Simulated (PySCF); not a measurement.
PySCF 2.14 output of an unrestricted BP86 calculation on a single atom or ion in x2c-QZVPPall with one added diffuse shell each of s, p, d, f type (10s7p5d3f1g, 86 functions), with scalar relativity by spin-free X2C-1e:

```
SCF conv_tol = 1e-09
number electrons alpha = 9  beta = 6
    A. D. Becke.,  Phys. Rev. A 38, 3098 (1988)
    J. P. Perdew.,  Phys. Rev. B 33, 8822 (1986)
cycle= 1 E= -398.388223633709  delta_E= -0.0191  |g|= 0.0448  |ddm|= 1.14
cycle= 2 E= -398.390497124536  delta_E= -0.00227  |g|= 0.0115  |ddm|= 0.226
cycle= 3 E= -398.379592410859  delta_E= 0.0109  |g|= 0.0443  |ddm|= 1.34
cycle= 4 E= -398.380014096597  delta_E= -0.000422  |g|= 0.0385  |ddm|= 0.0394
cycle= 5 E= -398.380476783568  delta_E= -0.000463  |g|= 0.0318  |ddm|= 0.0496
cycle= 6 E= -398.380272177701  delta_E= 0.000205  |g|= 0.0217  |ddm|= 0.572
cycle= 7 E= -398.381105866155  delta_E= -0.000834  |g|= 0.0141  |ddm|= 0.643
cycle= 8 E= -398.381324964998  delta_E= -0.000219  |g|= 0.00259  |ddm|= 0.101
cycle= 9 E= -398.381328397758  delta_E= -3.43e-06  |g|= 0.00277  |ddm|= 0.0177
cycle= 10 E= -398.381330935277  delta_E= -2.54e-06  |g|= 0.00263  |ddm|= 0.00548
cycle= 11 E= -398.381344613128  delta_E= -1.37e-05  |g|= 0.000531  |ddm|= 0.0432
cycle= 12 E= -398.381344888837  delta_E= -2.76e-07  |g|= 2.41e-05  |ddm|= 0.00494
cycle= 13 E= -398.381344890179  delta_E= -1.34e-09  |g|= 1.83e-06  |ddm|= 0.000356
cycle= 14 E= -398.381344890245  delta_E= -6.6e-11  |g|= 4.3e-07  |ddm|= 0.000107
converged SCF energy = -398.381344890245  <S^2> = 3.7510762  2S+1 = 4.0005381
```

The run itself started from symmetry-adapted Hartree-Fock orbitals and held the occupation by maximum overlap, on a logarithmic radial grid, so the iterations belong to that start.

Q: Which element, charge and spin multiplicity is this?

A: S⁺ (sulfur, charge +1), multiplicity 4; the state was [Ne] 3s2 3p2 4s1, high-spin 4P determinant (an excited configuration).

⟨L²⟩ = 4.54 against 2 for a pure P term, so this real determinant mixes terms. The outer electron is Rydberg-like, and this basis confines it to a smaller radius and binds it less than a complete one would. The s, p, d and f populations moved away from the nominal configuration during the SCF.
